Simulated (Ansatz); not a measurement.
Ansatz (a quantum-chemistry and plane-wave program) input for CH₈GeOSi, SMILES O[CH2][GeH2][SiH3], PBE0-D3(BJ)/def2-SVP. 

Ansatz 0.2 input:
```yaml
crystal:
  periodic: [false, false, false]
  atoms:
    - {symbol: O, position_ang: [-2.64579697, 0.68574111, 0.52944634]}
    - {symbol: C, position_ang: [-1.27440816, 0.99548970, 0.66922214]}
    - {symbol: Ge, position_ang: [-0.11934585, -0.33169009, -0.28204805]}
    - {symbol: Si, position_ang: [2.19929498, -0.16159700, 0.03368657]}
    - {symbol: H, position_ang: [-2.85460303, 0.65887301, -0.41107899]}
    - {symbol: H, position_ang: [-1.07391633, 2.02189859, 0.33108496]}
    - {symbol: H, position_ang: [-1.07426415, 0.97006309, 1.74173729]}
    - {symbol: H, position_ang: [-0.54994867, -0.20341618, -1.73739944]}
    - {symbol: H, position_ang: [-0.71831596, -1.67516951, 0.06318394]}
    - {symbol: H, position_ang: [2.65103607, -1.10640088, 1.05441810]}
    - {symbol: H, position_ang: [2.91708171, -0.44113311, -1.20862529]}
    - {symbol: H, position_ang: [2.54469267, 1.19285908, 0.46970165]}
basis:
  gaussian:
    orbitals: def2-SVP
hamiltonian:
  xc: pbe0
  dispersion: d3bj
relax: {f_tol: 0.002, max_steps: 200}
```

Output:

```
WARN ansatz: RAYON_NUM_THREADS=1 ignored (pool sized by the plan → 1); use --threads N
Functional definition: PBE0
integrals: 0.08 GiB planned
1253 factors; integrals over basis functions are off by at most 4.8e-4 eV
mean field: 0.62 GiB planned
mean field evaluation 1: about -67579.7309 eV, gradient 4.3e1 eV
mean field evaluation 2: about -67575.9454 eV, gradient 6.1e1 eV
mean field evaluation 4: about -67583.5250 eV, gradient 2.6e0 eV
mean field evaluation 8: about -67583.5549 eV, gradient 9.3e-2 eV
mean field evaluation 16: about -67583.5549 eV, gradient 7.3e-5 eV
mean field -67583.55493302 eV, -2483.6498340095 hartree, gradient 7.3e-5 eV, S^2 0.000000; 0 other end points of the search recorded, 0 dependent functions left out
the calculation of the forces begins
reference -67583.55496215 eV, -2483.6498350802 hartree; 34, 34 occupied and 84, 84 virtual orbitals, 1253 factors
relax step   1: F+E_penalty+E_count = -67583.77026810 eV  Δ(F+E_penalty+E_count) = +0.000e0 eV  max|allowed force component| = 7.612e-1 eV/Å  Δτ_max = 0.0000 Å  (25 SCF iters, accepted)
these checks for a lower state are left out or cut short: starts, cluster_reference, orbital_swaps, neighbouring_geometries, increment
integrals: 0.08 GiB planned
1253 factors; integrals over basis functions are off by at most 5.3e-4 eV
mean field: 0.62 GiB planned
mean field -67583.65578747 eV, -2483.6535403421 hartree, gradient 7.3e-5 eV, S^2 0.000000; 0 other end points of the search recorded, 0 dependent functions left out
the calculation of the forces begins
[...]
mean field: 0.62 GiB planned
mean field evaluation 64: about -67583.6901 eV, gradient 8.6e-2 eV
mean field -67583.69014774 eV, -2483.6548030591 hartree, gradient 6.6e-5 eV, S^2 0.000000; 0 other end points of the search recorded, 0 dependent functions left out
the calculation of the forces begins
reference -67583.69017714 eV, -2483.6548041394 hartree; 34, 34 occupied and 84, 84 virtual orbitals, 1253 factors
relax step  11: F+E_penalty+E_count = -67583.90596012 eV  Δ(F+E_penalty+E_count) = -1.909e-3 eV  max|allowed force component| = 1.437e-1 eV/Å  Δτ_max = 0.0675 Å  (23 SCF iters, accepted)
these checks for a lower state are left out or cut short: starts, cluster_reference, orbital_swaps, neighbouring_geometries, increment
integrals: 0.08 GiB planned
1253 factors; integrals over basis functions are off by at most 7.3e-4 eV
mean field: 0.62 GiB planned
mean field -67583.69256435 eV, -2483.6548918679 hartree, gradient 6.6e-5 eV, S^2 0.000000; 0 other end points of the search recorded, 0 dependent functions left out
the calculation of the forces begins
reference -67583.69259370 eV, -2483.6548929463 hartree; 34, 34 occupied and 84, 84 virtual orbitals, 1253 factors
relax step  12: F+E_penalty+E_count = -67583.90843012 eV  Δ(F+E_penalty+E_count) = -2.470e-3 eV  max|allowed force component| = 1.205e-1 eV/Å  Δτ_max = 0.0612 Å  (24 SCF iters, accepted)
these checks for a lower state are left out or cut short: starts, cluster_reference, orbital_swaps, neighbouring_geometries, increment
integrals: 0.08 GiB planned
1253 factors; integrals over basis functions are off by at most 7.0e-4 eV
mean field: 0.62 GiB planned
mean field -67583.69446898 eV, -2483.6549618615 hartree, gradient 6.5e-5 eV, S^2 0.000000; 0 other end points of the search recorded, 0 dependent functions left out
the calculation of the forces begins
reference -67583.69449826 eV, -2483.6549629375 hartree; 34, 34 occupied and 84, 84 virtual orbitals, 1253 factors
relax step  13: F+E_penalty+E_count = -67583.91040711 eV  Δ(F+E_penalty+E_count) = -1.977e-3 eV  max|allowed force component| = 5.980e-2 eV/Å  Δτ_max = 0.0710 Å  (24 SCF iters, accepted)
these checks for a lower state are left out or cut short: starts, cluster_reference, orbital_swaps, neighbouring_geometries, increment
integrals: 0.08 GiB planned
1253 factors; integrals over basis functions are off by at most 6.6e-4 eV
mean field: 0.62 GiB planned
mean field -67583.69431489 eV, -2483.6549561989 hartree, gradient 6.7e-5 eV, S^2 0.000000; 0 other end points of the search recorded, 0 dependent functions left out
the calculation of the forces begins
reference -67583.69434408 eV, -2483.6549572717 hartree; 34, 34 occupied and 84, 84 virtual orbitals, 1253 factors
relax step  14: F+E_penalty+E_count = -67583.91033748 eV  Δ(F+E_penalty+E_count) = +6.962e-5 eV  max|allowed force component| = 7.858e-2 eV/Å  Δτ_max = 0.0975 Å  (24 SCF iters, rejected (line search))
these checks for a lower state are left out or cut short: starts, cluster_reference, orbital_swaps, neighbouring_geometries, increment
integrals: 0.08 GiB planned
1253 factors; integrals over basis functions are off by at most 6.8e-4 eV
mean field: 0.62 GiB planned
mean field -67583.69537638 eV, -2483.6549952078 hartree, gradient 6.3e-5 eV, S^2 0.000000; 0 other end points of the search recorded, 0 dependent functions left out
the calculation of the forces begins
reference -67583.69540561 eV, -2483.6549962821 hartree; 34, 34 occupied and 84, 84 virtual orbitals, 1253 factors
relax step  15: F+E_penalty+E_count = -67583.91133639 eV  Δ(F+E_penalty+E_count) = -9.293e-4 eV  max|allowed force component| = 3.280e-2 eV/Å  Δτ_max = 0.0476 Å  (24 SCF iters, accepted)
these checks for a lower state are left out or cut short: starts, cluster_reference, orbital_swaps, neighbouring_geometries, increment
integrals: 0.08 GiB planned
1253 factors; integrals over basis functions are off by at most 6.6e-4 eV
mean field: 0.62 GiB planned
mean field -67583.69560911 eV, -2483.6550037606 hartree, gradient 6.3e-5 eV, S^2 0.000000; 0 other end points of the search recorded, 0 dependent functions left out
the calculation of the forces begins
reference -67583.69563830 eV, -2483.6550048333 hartree; 34, 34 occupied and 84, 84 virtual orbitals, 1253 factors
relax step  16: F+E_penalty+E_count = -67583.91159772 eV  Δ(F+E_penalty+E_count) = -2.613e-4 eV  max|allowed force component| = 1.452e-2 eV/Å  Δτ_max = 0.0439 Å  (24 SCF iters, accepted)
these checks for a lower state are left out or cut short: starts, cluster_reference, orbital_swaps, neighbouring_geometries, increment
integrals: 0.08 GiB planned
1253 factors; integrals over basis functions are off by at most 6.5e-4 eV
mean field: 0.62 GiB planned
mean field evaluation 96: about -67583.6957 eV, gradient 6.3e-5 eV
mean field -67583.69574049 eV, -2483.6550085886 hartree, gradient 6.3e-5 eV, S^2 0.000000; 0 other end points of the search recorded, 0 dependent functions left out
the calculation of the forces begins
reference -67583.69576967 eV, -2483.6550096612 hartree; 34, 34 occupied and 84, 84 virtual orbitals, 1253 factors
relax step  17: F+E_penalty+E_count = -67583.91168812 eV  Δ(F+E_penalty+E_count) = -9.040e-5 eV  max|allowed force component| = 1.119e-2 eV/Å  Δτ_max = 0.0230 Å  (25 SCF iters, accepted)
these checks for a lower state are left out or cut short: starts, cluster_reference, orbital_swaps, neighbouring_geometries, increment
integrals: 0.08 GiB planned
1253 factors; integrals over basis functions are off by at most 6.4e-4 eV
mean field: 0.62 GiB planned
mean field -67583.69576132 eV, -2483.6550093543 hartree, gradient 2.3e-5 eV, S^2 0.000000; 0 other end points of the search recorded, 0 dependent functions left out
the calculation of the forces begins
reference -67583.69579050 eV, -2483.6550104266 hartree; 34, 34 occupied and 84, 84 virtual orbitals, 1253 factors
relax step  18: F+E_penalty+E_count = -67583.91172184 eV  Δ(F+E_penalty+E_count) = -3.372e-5 eV  max|allowed force component| = 7.055e-3 eV/Å  Δτ_max = 0.0080 Å  (22 SCF iters, accepted)
these checks for a lower state are left out or cut short: starts, cluster_reference, orbital_swaps, neighbouring_geometries, increment
integrals: 0.08 GiB planned
1253 factors; integrals over basis functions are off by at most 6.4e-4 eV
mean field: 0.62 GiB planned
mean field -67583.69579291 eV, -2483.6550105150 hartree, gradient 1.3e-5 eV, S^2 0.000000; 0 other end points of the search recorded, 0 dependent functions left out
the calculation of the forces begins
reference -67583.69582207 eV, -2483.6550115869 hartree; 34, 34 occupied and 84, 84 virtual orbitals, 1253 factors
relax step  19: F+E_penalty+E_count = -67583.91175276 eV  Δ(F+E_penalty+E_count) = -3.093e-5 eV  max|allowed force component| = 6.179e-3 eV/Å  Δτ_max = 0.0102 Å  (22 SCF iters, accepted)
these checks for a lower state are left out or cut short: starts, cluster_reference, orbital_swaps, neighbouring_geometries, increment
integrals: 0.08 GiB planned
1253 factors; integrals over basis functions are off by at most 6.3e-4 eV
mean field: 0.62 GiB planned
mean field -67583.69579298 eV, -2483.6550105177 hartree, gradient 1.8e-5 eV, S^2 0.000000; 0 other end points of the search recorded, 0 dependent functions left out
the calculation of the forces begins
reference -67583.69582214 eV, -2483.6550115894 hartree; 34, 34 occupied and 84, 84 virtual orbitals, 1253 factors
relax step  20: F+E_penalty+E_count = -67583.91176057 eV  Δ(F+E_penalty+E_count) = -7.809e-6 eV  max|allowed force component| = 6.072e-3 eV/Å  Δτ_max = 0.0059 Å  (22 SCF iters, accepted)
these checks for a lower state are left out or cut short: starts, cluster_reference, orbital_swaps, neighbouring_geometries, increment
integrals: 0.08 GiB planned
1253 factors; integrals over basis functions are off by at most 6.4e-4 eV
mean field: 0.62 GiB planned
mean field -67583.69580111 eV, -2483.6550108166 hartree, gradient 4.8e-5 eV, S^2 0.000000; 0 other end points of the search recorded, 0 dependent functions left out
the calculation of the forces begins
reference -67583.69583028 eV, -2483.6550118883 hartree; 34, 34 occupied and 84, 84 virtual orbitals, 1253 factors
relax step  21: F+E_penalty+E_count = -67583.91176862 eV  Δ(F+E_penalty+E_count) = -8.043e-6 eV  max|allowed force component| = 3.590e-3 eV/Å  Δτ_max = 0.0024 Å  (19 SCF iters, accepted)
these checks for a lower state are left out or cut short: starts, cluster_reference, orbital_swaps, neighbouring_geometries, increment
integrals: 0.08 GiB planned
1253 factors; integrals over basis functions are off by at most 6.4e-4 eV
mean field: 0.62 GiB planned
mean field -67583.69580278 eV, -2483.6550108777 hartree, gradient 1.8e-5 eV, S^2 0.000000; 0 other end points of the search recorded, 0 dependent functions left out
the calculation of the forces begins
reference -67583.69583194 eV, -2483.6550119494 hartree; 34, 34 occupied and 84, 84 virtual orbitals, 1253 factors
relax step  22: F+E_penalty+E_count = -67583.91177013 eV  Δ(F+E_penalty+E_count) = -1.516e-6 eV  max|allowed force component| = 1.631e-3 eV/Å  Δτ_max = 0.0013 Å  (19 SCF iters, accepted)
integrals: 0.08 GiB planned
1253 factors; integrals over basis functions are off by at most 6.4e-4 eV
mean field: 0.62 GiB planned
mean field evaluation 128: about -67583.6705 eV, gradient 2.5e0 eV
mean field -67583.69580278 eV, -2483.6550108777 hartree, gradient 1.8e-5 eV, S^2 0.000000; 1 other end points of the search recorded, 0 dependent functions left out
the calculation of the forces begins
reference -67583.69583194 eV, -2483.6550119494 hartree; 34, 34 occupied and 84, 84 virtual orbitals, 1253 factors
Total energy: -67583.91179930 eV, -2483.6629486034 hartree
Atom 0 at    -2.656585     0.724010     0.496644 Å, force     0.000693     0.000480    -0.000798 eV/Å
Atom 1 at    -1.285159     0.823834     0.779681 Å, force    -0.001560     0.001631    -0.001323 eV/Å
Atom 2 at    -0.190149    -0.353460    -0.379845 Å, force     0.001117    -0.001073    -0.000478 eV/Å
Atom 3 at     2.151184    -0.094903    -0.006604 Å, force    -0.000255     0.000325     0.000360 eV/Å
Atom 4 at    -2.801954     1.035786    -0.402617 Å, force    -0.000082    -0.000440     0.001066 eV/Å
Atom 5 at    -0.906596     1.862769     0.712569 Å, force     0.000221     0.000186     0.000056 eV/Å
Atom 6 at    -1.142578     0.506814     1.824177 Å, force     0.000079    -0.001066     0.001395 eV/Å
Atom 7 at    -0.528092     0.017381    -1.844026 Å, force    -0.000048    -0.000226     0.000170 eV/Å
Atom 8 at    -0.619473    -1.818421    -0.165965 Å, force    -0.000255    -0.000004    -0.000018 eV/Å
Atom 9 at     2.488267    -0.446945     1.407610 Å, force    -0.000188     0.000030    -0.000516 eV/Å
Atom 10 at     2.939187    -0.977110    -0.920573 Å, force    -0.000147     0.000153     0.000072 eV/Å
Atom 11 at     2.553453     1.325762    -0.247723 Å, force     0.000424     0.000003     0.000013 eV/Å
Dipole moment:     0.093826     0.177053    -0.130407 e Å
```

Self-consistency was reached.
